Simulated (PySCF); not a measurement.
# Electronic structure of Al (aluminium, neutral) at the UHF level

Configuration: [Ne] 3s1 3p1 3d1, one real determinant (an excited configuration). Calculation: PySCF 2.14, in dyall-acv3z (19s12p6d4f, 113 functions); scalar relativity by spin-free X2C-1e.

* Total energy: -242.035947 hartree
* One-electron energy: -334.8659 hartree
* Hartree (Coulomb) energy: 110.9191 hartree
* Exchange energy: -18.0891 hartree
* ⟨S²⟩: 3.7501
* ⟨L²⟩: 8.034
* Sum of ⟨r⟩: 16.57 bohr
* Sum of ⟨r²⟩: 62.97 bohr²
* Traceless quadrupole moment −½Σ⟨3z² − r²⟩ along its main axis: 7.83 e·bohr²
* Langevin diamagnetic susceptibility: -49.9 ×10⁻⁶ cm³/mol

```
shell  electrons  mean orbital energy (eV)  spread (eV)  rms radius, mean of both spins (bohr)
 1s α          1                   -1600.4            0                                  0.139
 1s β          1                   -1600.0            0                                  0.139
 2s α          1                   -139.28            0                                  0.676
 2s β          1                   -138.48            0                                  0.676
 2p α          3                   -92.732        0.320                                  0.673
 2p β          3                   -92.190        0.371                                  0.673
 3s α          1                   -16.017            0                                   2.58
 3p α          1                    -9.632            0                                   3.10
 3d α          1                    -1.509            0                                   6.56
```

⟨L²⟩ = 8.03 against 12 for a pure F term, so this real determinant mixes terms. The outer electron is Rydberg-like, and this basis confines it to a smaller radius and binds it less than a complete one would.

Densities and radii are taken from the X2C orbitals without a picture-change correction, which distorts them close to the nucleus.

Spin-orbit constants ζ (cm⁻¹) from the X2C one-electron operator on these orbitals: bare nucleus, nucleus screened by l(l+1)(2l+1)/3 electrons, and screened by the Breit-Pauli mean field of the electrons.

```csv
shell,bare,screened nucleus,mean field
2p,2684,2271,2086
3p,126.0,106.6,96.03
3d,1.038,0.2396,0.08641
```

To first order the Landé constant is A = 10.69 cm⁻¹, so the lowest level has J = 3/2 and lies 0.00795 eV below the centre of the term. This holds in LS coupling only.
